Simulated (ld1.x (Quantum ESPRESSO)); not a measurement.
**Zr: one change to a TM potential, before and after**

zirconium, norm-conserving Troullier–Martins (Kleinman–Bylander form), made with ld1.x (Quantum ESPRESSO) 7.5 (LDA (PZ), scalar-relativistic). Core [Kr], reference 4d2 5s2 5p0. Waves: 5p (bound, empty): rc 3.05 bohr; 4d (bound): rc 1.85 bohr; 4f channel at 0.1 Ry: rc 2.80 bohr; 5s (bound): rc 3.25 bohr. Local part: the s channel. Core correction: Bessel-smoothed model core, default radius (core density twice the valence density).

Change: core correction Bessel-smoothed model core inside 0.74 bohr.

Cutoffs: the cutoffs (Ry, on a coarse ladder) from which the occupation-weighted sum of valence levels, in a spherical-Bessel basis at the reference potential, stays within 10 and 1 mRy of its value at 400 Ry; they do not see the model core or the augmentation charge, which bear on the density cutoff. Errors are all-electron minus pseudo energies relative to the spin-unpolarised reference configuration.

Problem. What does the change do?

Solution. The potential gets neither clearly harder nor softer (30 Ry and 40 Ry → 30 Ry and 40 Ry); of the 9 tests that both files solve, the error grows in 0 and shrinks in 2 by more than 15 % and 0.3 meV (median size 9.2 → 8.9 meV); neither file shows a bound ghost. The default core radius of the base comes out at 1.99 bohr. A model core, the more so a compact one, raises the density cutoff, which this test does not measure.

| quantity | base | changed |
| --- | --- | --- |
| cutoff, loose | 30 Ry | 30 Ry |
| cutoff, tight | 40 Ry | 40 Ry |
| bound ghosts | none | none |
| error for 4d2 5s1 5p0, meV [ΔE 7.35 eV] | -5.5 | -5.5 |
| error for 4d2 5s0 5p0, meV [ΔE 20.59 eV] | -42 | -42 |
| error for 4d1 5s0 5p0, meV [ΔE 43.41 eV] | -304 | -305 |
| error for 4d2 5s1 5p1, meV [ΔE 3.12 eV] | -2.3 | -2.3 |
| error for 4d2 5s1.5 5p0, meV [ΔE 2.97 eV] | -1.4 | -1.4 |
| error for 4d3 5s1 5p0, meV [ΔE 1.22 eV] | -79 | -79 |
| error for 4d2 5s0 5p2, meV [ΔE 6.40 eV] | -8.9 | -8.9 |
| error for 4d2 5s2 5p0 (spin-polarised), meV [ΔE -0.48 eV] | +9.2 | +2.3 |
| error for 4d2 5s1 5p0 (spin-polarised), meV [ΔE 6.27 eV] | +20 | +12 |
| s: phases at 3.55 bohr within 0.05 rad from the reference energy up to (Ry; the scan ends near 5) | 1.3 | 1.3 |
| p: phases at 3.55 bohr within 0.05 rad from the reference energy up to (Ry; the scan ends near 5) | 1.7 | 1.7 |
| d: phases at 3.55 bohr within 0.05 rad from the reference energy up to (Ry; the scan ends near 5) | 0.6 | 0.6 |
| f: phases at 3.55 bohr within 0.05 rad from the reference energy up to (Ry; the scan ends near 5) | 2.2 | 2.2 |
